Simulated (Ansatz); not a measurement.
# Molecular dynamics of HF

Input file:

```yaml
accuracy: low
crystal:
  lattice:
    - [6.738664, 0.0, 0.0]
    - [0.0, 6.738664, 0.0]
    - [0.0, 0.0, 6.738664]
  atoms:
    - { symbol: F, position: [0.66583274, 0.36533775, 0.62102772] }
    - { symbol: H, position: [0.53962205, 0.36194191, 0.55272066] }
    - { symbol: F, position: [0.9097541, 0.12365557, 0.67351675] }
    - { symbol: H, position: [0.80451926, 0.04980107, 0.62109467] }
    - { symbol: F, position: [0.36280373, 0.81016776, 1.08809119] }
    - { symbol: H, position: [0.33076269, 0.89363864, 0.97739346] }
    - { symbol: F, position: [0.26123933, 0.29648477, 0.06727909] }
    - { symbol: H, position: [0.21057576, 0.39951915, -0.02465658] }
    - { symbol: F, position: [0.34362191, 0.754612, 0.61609747] }
    - { symbol: H, position: [0.21867972, 0.77194667, 0.53493451] }
    - { symbol: F, position: [0.82938686, 0.5247601, 1.26493581] }
    - { symbol: H, position: [0.8197591, 0.4117599, 1.3627507] }
    - { symbol: F, position: [0.04992839, 0.81261111, 0.38514385] }
    - { symbol: H, position: [-0.0312362, 0.69442568, 0.34737898] }
    - { symbol: F, position: [0.09325293, 0.64048851, 0.8282749] }
    - { symbol: H, position: [-0.04210837, 0.63890034, 0.87632682] }
    - { symbol: F, position: [0.29821248, 0.41626418, 0.48243876] }
    - { symbol: H, position: [0.33096379, 0.4063649, 0.35301982] }
    - { symbol: F, position: [0.65400741, 0.86739463, 0.51625678] }
    - { symbol: H, position: [0.53522779, 0.81894861, 0.51375368] }
basis:
  ecutwfc: 420.0
kpoints:
  mp_grid: { grid: [1, 1, 1] }
hamiltonian:
  xc: pbe
  dispersion: d3bj
scf:
  occupations: { method: fermi_dirac, width: 0.02 }
  lower_state_search: "off"
md:
  timestep: 0.5
  n_steps: 400
  ensemble: nve
  temperature: 1000.0
  initial_velocities: maxwell_boltzmann
  seed: 810750
```

Launched with:

```bash
$ ansatz run input.yaml --threads 1 --pin off --max-ram 3072MiB --backend cpu --events-out ev --progress --plain --runs-dir out
```

It goes on from the last frame of an earlier run, with new velocities.

Output, in part (step lines):

```
md step     0: t =     0.00 fs  T =  1000.0 K  F+E_penalty+E_count = -8243.72455683 eV  E_kin = 2.455940 eV  conserved = -8241.26861685 eV  (8 SCF iters)
md step     1: t =     0.50 fs  T =   940.8 K  F+E_penalty+E_count = -8243.57195110 eV  E_kin = 2.310560 eV  conserved = -8241.26139155 eV  (7 SCF iters)
md step     2: t =     1.00 fs  T =   940.9 K  F+E_penalty+E_count = -8243.57415764 eV  E_kin = 2.310913 eV  conserved = -8241.26324461 eV  (7 SCF iters)
md step     3: t =     1.50 fs  T =   991.2 K  F+E_penalty+E_count = -8243.70563781 eV  E_kin = 2.434293 eV  conserved = -8241.27134462 eV  (7 SCF iters)
md step     4: t =     2.00 fs  T =  1047.0 K  F+E_penalty+E_count = -8243.84790328 eV  E_kin = 2.571393 eV  conserved = -8241.27650978 eV  (8 SCF iters)
md step     5: t =     2.50 fs  T =  1074.4 K  F+E_penalty+E_count = -8243.91474539 eV  E_kin = 2.638566 eV  conserved = -8241.27617956 eV  (6 SCF iters)
md step     6: t =     3.00 fs  T =  1068.4 K  F+E_penalty+E_count = -8243.89739157 eV  E_kin = 2.624023 eV  conserved = -8241.27336827 eV  (4 SCF iters)
md step     7: t =     3.50 fs  T =  1041.1 K  F+E_penalty+E_count = -8243.82793454 eV  E_kin = 2.556902 eV  conserved = -8241.27103221 eV  (4 SCF iters)
[... lines left out ...]
md step   399: t =   199.50 fs  T =   828.6 K  F+E_penalty+E_count = -8243.30063476 eV  E_kin = 2.034915 eV  conserved = -8241.26572019 eV  (4 SCF iters)
md step   400: t =   200.00 fs  T =   854.0 K  F+E_penalty+E_count = -8243.36471571 eV  E_kin = 2.097277 eV  conserved = -8241.26743897 eV  (7 SCF iters)
```

The steps, from the saved trajectory:

```tsv
time (fs)	T (K)	potential energy less start (eV)	conserved less start (meV/atom)
0.0	1000	0.000	0.00
6.5	840	0.395	0.09
13.0	1007	-0.023	-0.34
19.5	1017	-0.045	-0.18
26.0	1049	-0.124	-0.20
32.5	897	0.250	-0.09
39.0	889	0.272	-0.02
45.5	1100	-0.251	-0.31
52.0	1084	-0.213	-0.29
58.5	852	0.364	0.08
65.0	977	0.060	0.15
71.5	1053	-0.131	-0.04
78.0	1057	-0.145	-0.26
84.5	1105	-0.265	-0.34
91.0	979	0.055	0.13
97.5	903	0.242	0.16
104.0	990	0.021	-0.22
110.5	867	0.323	-0.16
117.0	776	0.552	0.11
123.5	800	0.491	0.02
130.0	811	0.461	-0.13
136.5	831	0.410	-0.20
143.0	983	0.029	-0.59
149.5	807	0.479	0.20
156.0	1000	-0.006	-0.24
162.5	949	0.120	-0.25
169.0	861	0.342	0.01
175.5	1014	-0.043	-0.46
182.0	924	0.186	-0.04
188.5	941	0.146	0.11
195.0	996	0.003	-0.29
```

All steps were run. The conserved energy stayed within 0.73 meV per atom of its start (net change 0.059 meV per atom), so the integration is sound. A run of 0.2 ps of so small a system gives no equilibrium averages. Limits of this set-up: coarse k mesh, low accuracy level.

Mean squared displacements from the first frame to the last, about the centre of mass: F 2.04 Å², H 3.84 Å².

Last frame:

```xyz
20
Lattice="6.7387 0.0000 0.0000 0.0000 6.7387 0.0000 0.0000 0.0000 6.7387" Properties=species:S:1:pos:R:3
F 2.708 3.332 2.565
H 2.222 3.461 1.775
F 6.148 0.685 6.059
H 5.661 -0.085 5.681
F 3.075 5.726 7.207
H 3.306 5.744 6.324
F 1.969 2.199 0.515
H 2.484 1.377 0.537
F 3.141 5.929 4.364
H 2.445 6.501 4.355
F 5.393 3.808 8.375
H 4.551 3.356 8.056
F 0.983 5.448 2.032
H 0.382 5.477 2.834
F 0.243 3.672 4.784
H 0.655 3.633 5.660
F 1.075 0.745 4.388
H 0.430 0.668 5.078
F 5.300 6.280 3.661
H 4.296 6.394 3.576
```

Run time: 7.4 min on 1 thread of Arm Neoverse V2, on a shared host, peak memory 0.36 GiB.
